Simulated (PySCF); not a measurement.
OsO2, SMILES [O]=[Os]=[O] (connectivity only; charge and spin as stated), neutral, multiplicity 3. Geometry: r2SCAN-D4/def2-TZVP. The multiplicity is an assumed one; other spin states were not compared. The def2 effective core potentials stand for the cores of Os; spin–orbit coupling is left out.

Computed with r2SCAN-D4/def2-TZVP (PySCF).

Harmonic wavenumbers (cm⁻¹): 246, 988, 1036. Rotational constants (GHz): 39.52, 6.583, 5.643; symmetry number 2.

Problem. Work out the zero-point energy and the ideal-gas rigid-rotor harmonic-oscillator thermochemistry at 298.15 K and 1 atm.

Solution. ZPE = ½ Σ hcν = ½ × 2269 cm⁻¹ = 3.24 kcal/mol. H − E(el) = 5.97 kcal/mol. Entropy in cal/(mol K): translation 42.10, rotation 21.53, vibration 1.94, spin 2.18, total 67.75. G − E(el) = -14.23 kcal/mol. Cp = 10.45 cal/(mol K).
